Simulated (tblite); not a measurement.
C7H14AlN.
Structure used (GFN2-xTB), in Å, numbered top down from 1:
```
atom  x, y, z in Å
C1    -0.5840    2.9663    1.1530
C2    -0.2014    1.8394    1.0189
C3     0.2745    0.4849    0.8093
C4     1.6959    0.4731    0.2257
C5     2.1248   -0.9859   -0.0222
Al6    0.4207   -2.0667   -0.1937
N7    -0.6316   -0.3107   -0.0378
C8    -0.7735    0.2497   -1.3728
C9    -1.9321   -0.4544    0.5966
H10   -0.9108    3.9535    1.2939
H11    0.3154   -0.0398    1.7753
H12    1.7118    1.0508   -0.7005
H13    2.3561    0.9859    0.9317
H14    2.9138   -0.9962   -0.7839
H15    2.6274   -1.3452    0.8931
H16   -0.0415   -2.7596    1.1363
H17   -0.1557   -2.6204   -1.5319
H18   -1.5672   -0.2812   -1.8957
H19   -1.0089    1.3177   -1.3424
H20    0.1520    0.0881   -1.9271
H21   -1.8028   -0.8872    1.5883
H22   -2.4496    0.5061    0.6867
H23   -2.5382   -1.1412    0.0059
```

Computed values, GFN2-xTB/tblite, gas phase, harmonic and unscaled. The method is semi-empirical: single wavenumbers can be off by several per cent or more. Modes of hydrogen on aluminium can be 10 to 20 % off. One conformer, not necessarily the lowest.

Harmonic wavenumbers (cm⁻¹): 72.0, 120.1, 127.7, 146.1, 182.6, 197.7, 221.9, 269.4, 285.9, 304.5, 337.5, 362.6, 442.9, 446.9, 461.5, 509.1, 541.0, 592.5, 601.6, 654.9, 671.0, 688.6, 767.0, 806.7, 920.9, 965.4, 1017.1, 1033.8, 1039.6, 1065.1, 1073.6, 1113.5, 1153.2, 1169.9, 1215.3, 1237.7, 1248.2, 1259.9, 1310.9, 1321.6, 1401.8, 1421.8, 1462.2, 1467.5, 1471.3, 1476.9, 1484.1, 1512.1, 1664.1, 1717.1, 2278.7, 2829.1, 2869.1, 2913.3, 2941.4, 2946.8, 2954.6, 2981.2, 2992.1, 3004.6, 3011.1, 3021.8, 3392.6.

A = 2076, B = 1191, C = 925.3 MHz; mass 139.094 u (most abundant isotopes); point group C1, symmetry number 1.

Q: Zero-point energy?

A: ½Σν̃ = 40586 cm⁻¹ = 116.04 kcal/mol.

Q: Give the ideal-gas entropy at 500 K and 1 bar in the rigid-rotor, harmonic-oscillator model (classical rotation).

A: Translation 43.30, rotation 30.87, vibration 58.89: S = 133.1 cal/(mol K).

Q: And Cp and H(500 K) − H(0)?

A: Cp = 69.18 cal/(mol K), of which vibrations give 61.23 (their classical limit is 63 R = 125.2); H(500 K) − H(0) = 19.88 kcal/mol without the zero-point energy, 15.91 from vibrations.

Q: Which modes carry the vibrational entropy at 500 K?

A: 72.0 cm⁻¹: 5.12; 120.1 cm⁻¹: 4.11; 127.7 cm⁻¹: 3.99; 146.1 cm⁻¹: 3.72; 182.6 cm⁻¹: 3.29; 197.7 cm⁻¹: 3.13 cal/(mol K); the other 57 give 35.53 together.

Q: Blend soft modes into free rotors: weight 1/[1 + (100 cm⁻¹/ν̃)⁴] for the oscillator and the rest for a rotor with moment μB/(μ + B), μ = h/(8π²ν), B = 10⁻⁴⁴ kg m². What vibrational entropy results?

A: 57.02 cal/(mol K) in place of 58.89, which changes −T·S at 500 K by +0.94 kcal/mol.

Q: How do the functions run with temperature in this model?

A: 
```tsv
T (K)	S (cal/(mol K))	Cp (cal/(mol K))	H − H(0) (kcal/mol)	G − H(0) (kcal/mol)	ln q(vib)
50	57.6	12.2	0.46	-2.42	0.22
100	68.5	20.3	1.28	-5.58	1.18
298.15	103.2	47.0	8.04	-22.74	7.12
373.15	114.8	56.0	11.91	-30.92	9.54
750	164.9	87.9	39.68	-84.01	21.42
1000	192.0	100.2	63.29	-128.71	28.68
```

q(vib) and H(0) count from the zero-point level.

Hindered rotation and anharmonicity are outside this model. Other conformers, if any are populated, would add a mixing term that is left out. The structure is chiral; the term R ln 2 for an equal mix with its mirror image is left out.
